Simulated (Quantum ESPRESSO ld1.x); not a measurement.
Q: Species: the neodymium ion Nd+. Configuration: [Kr] 4d10 4f4 5s2 5p4 6s1 5f2 (not the ground configuration). Method: Dirac Kohn-Sham, BLYP, spin-unpolarised, spherical densities, point nucleus; open shells fill j = l - 1/2 first; computed with ld1.x of Quantum ESPRESSO 7.5. Some entries of the table are withheld. Estimate them.

orbital  occ.  eigenvalue (hartree)  r(max) (bohr)
1s1/2       2              -1594.56            (1)
2s1/2       2              -258.431        0.08564
2p1/2       2              -244.541        0.06507
2p3/2       4              -225.419        0.07052
3s1/2       2              -56.6303         0.2439
3p1/2       2              -50.6994         0.2308
3p3/2       4              -46.8823         0.2425
3d3/2       4              -36.5538         0.1940
3d5/2       6              -35.7284         0.1973
4s1/2       2              -11.8511         0.5655
4p1/2       2              -9.61451         0.5730
4p3/2       4              -8.78734         0.5981
4d3/2       4              -5.11288         0.6143
4d5/2       6              -4.96691         0.6225
5s1/2       2              -2.19756          1.308
5p1/2       2              -1.57490            (2)
5p3/2       2              -1.45005            (3)
4f5/2       4              -0.80094         0.6591
4f7/2       0              -0.78501         0.6642
6s1/2       1              -0.51301          3.090
5f5/2       2                   (4)            (5)
5f7/2       0                   (6)            (7)

A: 
(1) 1s1/2 r(max) (bohr): 0.01509
(2) 5p1/2 r(max) (bohr): 1.422
(3) 5p3/2 r(max) (bohr): 1.489
(4) 5f5/2 eigenvalue (hartree): -0.11022
(5) 5f5/2 r(max) (bohr): 5.076
(6) 5f7/2 eigenvalue (hartree): -0.10984
(7) 5f7/2 r(max) (bohr): 5.100
